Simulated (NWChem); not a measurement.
System: CH5ClO2Si; SMILES CO[Si@H](O)Cl

NWChem printed, in part:

```
             Northwest Computational Chemistry Package (NWChem) 7.3.0
             --------------------------------------------------------

 C1  symmetry detected

                             Geometry "geometry" -> ""
                             -------------------------

 Output coordinates in angstroms (scale by  1.889725989 to convert to a.u.)

  No.       Tag          Charge          X              Y              Z
 ---- ---------------- ---------- -------------- -------------- --------------
    1 C                    6.0000     1.03125600     1.91986678     0.55360990
    2 O                    8.0000     0.34983019     1.35880619    -0.55687733
    3 Si                  14.0000    -0.53186326    -0.04437217    -0.51110357
    4 O                    8.0000    -1.81124200     0.02074377     0.55535790
    5 Cl                  17.0000     0.70579586    -1.61455496     0.10631126
    6 H                    1.0000     1.80262941     1.22384150     0.95262459
    7 H                    1.0000     0.32967710     2.17709033     1.37839683
    8 H                    1.0000     1.53567060     2.84927920     0.22205662
    9 H                    1.0000    -1.02270048    -0.25468687    -1.89405908
   10 H                    1.0000    -1.69396200    -0.48247974     1.37963561

 Effective nuclear repulsion energy (a.u.)     306.4358904256

                                 NWChem DFT Module
                                 -----------------

 Summary of "ao basis" -> "ao basis" (spherical)
 ------------------------------------------------------------------------------
       Tag                 Description            Shells   Functions and Types
 ---------------- ------------------------------  ------  ---------------------
 C                          def2-svp                 6       14   3s2p1d
 O                          def2-svp                 6       14   3s2p1d
 Si                         def2-svp                 8       18   4s3p1d
 Cl                         def2-svp                 8       18   4s3p1d
 H                          def2-svp                 3        5   2s1p

            General Information
            -------------------
          SCF calculation type: DFT
          Wavefunction type:  closed shell.
          No. of atoms     :    10
          No. of electrons :    58
           Alpha electrons :    29
            Beta electrons :    29
          Charge           :     0
          Spin multiplicity:     1
          Use of symmetry is: off; symmetry adaption is: off
          Maximum number of iterations: 150
          AO basis - number of functions:   103
                     number of shells:    49
          Convergence on energy requested:  1.00D-06
          Convergence on density requested:  1.00D-05
          Convergence on gradient requested:  5.00D-04

              XC Information
              --------------
                   Becke 97-D Method XC Functional
                  Becke 1997-D Exchange Functional  1.000
                Becke 1997-D Correlation Potential  1.000

             Grid Information
             ----------------
          Grid used for XC integration:  medium
          Radial quadrature: Mura-Knowles
          Angular quadrature: Lebedev.
          Tag              B.-S. Rad. Rad. Pts. Rad. Cut. Ang. Pts.
          ---              ---------- --------- --------- ---------
          C                   0.70       49          10.0       434
          O                   0.60       49          11.0       434
          Si                  1.10       88          10.0       590
          Cl                  1.00       88          11.0       590
          H                   0.35       45          12.0       434
          Grid pruning is: on
          Number of quadrature shells:   548
          Spatial weights used:  Erf1

      Superposition of Atomic Density Guess
      -------------------------------------

 Sum of atomic energies:        -937.56557684

      Non-variational initial energy
      ------------------------------

 Total energy =    -939.309270
 1-e energy   =   -1904.603681
 2-e energy   =     658.858521
 HOMO         =      -0.389951
 LUMO         =       0.066939

     ---------------------------------------------
      Total Density - Mulliken Population Analysis
     ---------------------------------------------

    Atom       Charge   Shell Charges
 -----------   ------   -------------------------------------------------------
    1 C    6     5.86   1.99  0.92  0.22  1.82  0.87  0.05
    2 O    8     8.80   1.99  1.10  0.68  3.04  1.98  0.01
    3 Si  14    12.63   2.00  1.99  0.86  0.10  5.93  0.84  0.58  0.32
    4 O    8     8.78   1.99  1.10  0.64  3.08  1.96  0.00
    5 Cl  17    17.43   2.00  1.99  1.22  0.72  5.94  2.15  3.38  0.01
    6 H    1     0.93   0.69  0.22  0.02
    7 H    1     0.93   0.69  0.22  0.02
    8 H    1     0.92   0.69  0.21  0.02
    9 H    1     1.08   0.69  0.38  0.01
   10 H    1     0.65   0.51  0.08  0.06

   convergence    iter        energy       DeltaE   RMS-Dens  Diis-err
 ---------------- ----- ----------------- --------- --------- ---------
 d= 0,ls=0.0,diis     1   -940.8019705934 -1.25D+03  1.60D-02  8.81D-01
 d= 0,ls=0.0,diis     2   -940.6700937569  1.32D-01  9.84D-03  2.27D+00
 d= 0,ls=0.0,diis     3   -940.8967147839 -2.27D-01  2.32D-03  7.21D-02
 d= 0,ls=0.0,diis     4   -940.9018159363 -5.10D-03  1.16D-03  1.49D-02
 d= 0,ls=0.0,diis     5   -940.9038309622 -2.02D-03  2.33D-04  5.79D-04
  Resetting Diis
 d= 0,ls=0.0,diis     6   -940.9038993747 -6.84D-05  6.26D-05  9.69D-05
 d= 0,ls=0.0,diis     7   -940.9039082832 -8.91D-06  4.35D-05  6.63D-06
 d= 0,ls=0.0,diis     8   -940.9039062234  2.06D-06  2.90D-05  2.79D-05
 d= 0,ls=0.0,diis     9   -940.9039089444 -2.72D-06  3.95D-06  1.72D-07
 d= 0,ls=0.0,diis    10   -940.9039089650 -2.06D-08  8.88D-07  9.60D-09

         Total DFT energy =     -940.903908965024
      One electron energy =    -1908.595763961769
           Coulomb energy =      734.929897542279
    Exchange-Corr. energy =      -73.664720052696
 Nuclear repulsion energy =      306.435890425620

    Dispersion correction =       -0.009212918459

 Numeric. integr. density =       58.000005030169

                       DFT Final Molecular Orbital Analysis
                       ------------------------------------

 Vector   27  Occ=2.000000D+00  E=-2.800724D-01
              MO Center=  1.6D-02, -8.8D-01,  1.0D-01, r^2= 3.4D+00
   Bfn.  Coefficient  Atom+Function         Bfn.  Coefficient  Atom+Function
  ----- ------------  ---------------      ----- ------------  ---------------
    73      0.420555   5 Cl pz               70      0.320630   5 Cl pz
    71     -0.296916   5 Cl px               51      0.241806   4 O  py
    68     -0.220388   5 Cl px               67      0.184841   5 Cl pz
    54      0.173569   4 O  py               50     -0.172101   4 O  px
    65     -0.127313   5 Cl px               53     -0.114645   4 O  px

 Vector   28  Occ=2.000000D+00  E=-2.720350D-01
              MO Center=  2.3D-01,  1.0D+00, -1.3D-01, r^2= 3.4D+00
   Bfn.  Coefficient  Atom+Function         Bfn.  Coefficient  Atom+Function
  ----- ------------  ---------------      ----- ------------  ---------------
    20     -0.340699   2 O  pz               19      0.317381   2 O  py
    23     -0.251707   2 O  pz               22      0.215528   2 O  py
    89     -0.207087   8 H  s                50      0.181772   4 O  px
    72      0.179428   5 Cl py               51      0.163050   4 O  py
    69      0.143014   5 Cl py                6      0.138192   1 C  pz

 Vector   29  Occ=2.000000D+00  E=-2.535914D-01
              MO Center=  3.6D-01,  9.9D-01, -1.0D-01, r^2= 2.8D+00
   Bfn.  Coefficient  Atom+Function         Bfn.  Coefficient  Atom+Function
  ----- ------------  ---------------      ----- ------------  ---------------
    18      0.432844   2 O  px               21      0.318661   2 O  px
    19     -0.260323   2 O  py               22     -0.190184   2 O  py
    84      0.188271   7 H  s                79     -0.183815   6 H  s
    72     -0.168345   5 Cl py               51      0.146395   4 O  py
    85      0.143621   7 H  s                 4     -0.139875   1 C  px

 Vector   30  Occ=0.000000D+00  E= 1.036098D-02
              MO Center= -1.1D+00, -4.6D-02,  8.2D-01, r^2= 4.5D+00
   Bfn.  Coefficient  Atom+Function         Bfn.  Coefficient  Atom+Function
  ----- ------------  ---------------      ----- ------------  ---------------
   100     -0.825624  10 H  s                49      0.761377   4 O  s
    32     -0.534785   3 Si s                 3      0.508520   1 C  s
    85     -0.438517   7 H  s                95      0.343441   9 H  s
    39      0.260034   3 Si px               31     -0.252887   3 Si s
    90     -0.231528   8 H  s                48      0.220395   4 O  s

 Vector   31  Occ=0.000000D+00  E= 2.376826D-02
              MO Center= -2.2D-01, -4.5D-01, -4.7D-01, r^2= 3.5D+00
   Bfn.  Coefficient  Atom+Function         Bfn.  Coefficient  Atom+Function
  ----- ------------  ---------------      ----- ------------  ---------------
    32      0.637521   3 Si s                40     -0.638731   3 Si py
    31      0.531975   3 Si s                64     -0.491234   5 Cl s
    95     -0.448198   9 H  s                39      0.430261   3 Si px
    72     -0.432317   5 Cl py               71      0.333758   5 Cl px
    37     -0.295823   3 Si py              100     -0.275810  10 H  s

 Vector   32  Occ=0.000000D+00  E= 4.420993D-02
              MO Center= -2.0D-01,  2.1D-01, -5.2D-01, r^2= 4.2D+00
   Bfn.  Coefficient  Atom+Function         Bfn.  Coefficient  Atom+Function
  ----- ------------  ---------------      ----- ------------  ---------------
    17      0.861226   2 O  s                40     -0.767620   3 Si py
    39     -0.582674   3 Si px               41      0.316713   3 Si pz
     9      0.265269   1 C  pz                3     -0.233488   1 C  s
    32     -0.219633   3 Si s                16      0.215090   2 O  s
    71      0.207482   5 Cl px               37     -0.198808   3 Si py

     ---------------------------------------------
      Total Density - Mulliken Population Analysis
     ---------------------------------------------

    Atom       Charge   Shell Charges
 -----------   ------   -------------------------------------------------------
    1 C    6     5.81   1.98  0.92  0.11  2.05  0.70  0.05
    2 O    8     8.46   1.99  1.08  0.69  2.90  1.79  0.01
    3 Si  14    13.22   2.00  1.98  1.00 -0.02  5.93  1.16  0.68  0.47
    4 O    8     8.38   1.99  1.08  0.64  2.89  1.76  0.01
    5 Cl  17    17.30   2.00  1.98  1.28  0.69  5.93  2.18  3.21  0.02
    6 H    1     0.98   0.75  0.20  0.02
    7 H    1     0.98   0.76  0.20  0.02
    8 H    1     0.97   0.75  0.19  0.02
    9 H    1     1.09   0.75  0.33  0.01
   10 H    1     0.81   0.67  0.07  0.07

     -------------------------------------------
      Total Density - Lowdin Population Analysis
     -------------------------------------------

    Atom       Charge   Shell Charges
 -----------   ------   -------------------------------------------------------
    1 C    6     5.92   1.96  0.59  0.31  1.81  1.13  0.12
    2 O    8     8.25   1.97  0.91  0.59  2.76  2.00  0.02
    3 Si  14    13.54   2.00  1.93  0.64  0.30  5.82  1.19  0.94  0.74
    4 O    8     8.22   1.97  0.89  0.60  2.72  2.02  0.01
    5 Cl  17    17.10   2.00  1.96  1.06  0.80  5.83  2.29  3.16  0.02
    6 H    1     0.99   0.65  0.27  0.06
    7 H    1     0.99   0.65  0.27  0.06
    8 H    1     0.98   0.65  0.26  0.06
    9 H    1     1.10   0.66  0.42  0.02
   10 H    1     0.91   0.55  0.18  0.18

     Multipole analysis of the density
     ---------------------------------

     L   x y z        total         alpha         beta         nuclear
     -   - - -        -----         -----         ----         -------
     0   0 0 0     -0.000000    -29.000000    -29.000000     58.000000

     1   1 0 0      0.065989      0.032994      0.032994      0.000000
     1   0 1 0      0.149477      0.074739      0.074739      0.000000
     1   0 0 1      0.651063      0.325531      0.325531     -0.000000

     2   2 0 0    -33.435234   -116.110055   -116.110055    198.784877
     2   1 1 0      2.588149     -7.127903     -7.127903     16.843954
     2   1 0 1     -0.184166     -1.902338     -1.902338      3.620510
     2   0 2 0    -32.491158   -187.453325   -187.453325    342.415492
     2   0 1 1      0.814589     -3.934285     -3.934285      8.683160
     2   0 0 2    -30.319969    -49.056756    -49.056756     67.793542
```

Level: B97-D/def2-SVP. Coordinates come from a PBE-D3(BJ)/def2-SVP optimisation.

### Question
Which NWChem input produces such a log?

### Answer
This is not unique; one that fits is the input that was run:
```
start job
memory heap 200 mb stack 900 mb global 1100 mb
geometry units angstroms noautoz
  C      0.863646     2.021141     0.528872
  O      0.339962     1.385607    -0.626188
  Si    -0.490791    -0.049025    -0.617908
  O     -1.889877     0.009746     0.286246
  Cl     0.718933    -1.539553     0.214780
  H      1.605934     1.374876     1.048517
  H      0.059942     2.284810     1.252190
  H      1.370916     2.955202     0.215222
  H     -0.805213    -0.338382    -2.037461
  H     -1.854187    -0.452397     1.141566
end
basis spherical
  C library def2-svp
  O library def2-svp
  Si library def2-svp
  Cl library def2-svp
  H library def2-svp
end
dft
  xc becke97-d
  disp vdw 2
  iterations 150
  mulliken
end
task dft energy
```
